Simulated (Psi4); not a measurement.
C$_{4}$H$_{9}$, charge -1, singlet, geometry from GFN2-xTB (a gas-phase anion, which may not be bound at this level), with bond 9-6 at 1.3 times its length. Base run: HF/STO-3G (Psi4 1.11).

Here is a job for Psi4.
```
memory 2 GB

molecule mol {
-1 1
C     0.003607    0.072759    0.358527
H     0.014130   -0.024556    1.491846
C     0.001972    1.489052   -0.212949
H    -0.878369    2.022651    0.264792
H     0.894098    2.017892    0.247925
C     1.242518   -0.686502   -0.130181
H     1.272518   -0.673301   -1.219109
H     2.148534   -0.203547    0.235865
H     1.249202   -2.043324    0.311591
C    -1.248439   -0.679813   -0.106477
H    -1.299085   -0.666395   -1.194638
H    -1.252717   -1.723497    0.233437
H    -2.144719   -0.192018    0.276719
}

set {
  basis sto-3g
  reference rhf
}

energy('scf')
print_variables()
```

Each row names what was changed in the base input (with any setting that the change needs).

```tsv
change	ΔE vs base (mEh)	SCF cycles	basis functions	outcome
base	0.000	7	29	converged
scf_type = dfdirj+cosx	-0.931	8	29	converged
scf_type = dfdirj+link	-0.854	7	29	converged
d_convergence = 1e-4	0.000	6	29	converged
ints_tolerance = 1e-8	0.000	7	29	converged
df_basis_scf = cc-pvqz-jkfit	0.486	7	29	converged
level_shift = 0.3	0.000	8	29	converged
df_basis_scf = def2-universal-jkfit	0.000	7	29	converged
guess = sap	0.000	9	29	converged
damping_percentage = 50	-	-	29	not converged
puream = false	0.045	7	29	converged
guess = core	0.000	11	29	converged
scf_initial_accelerator = none	0.000	7	29	converged
```

A gas-phase anion may not be bound at this level; its values then depend on the basis.
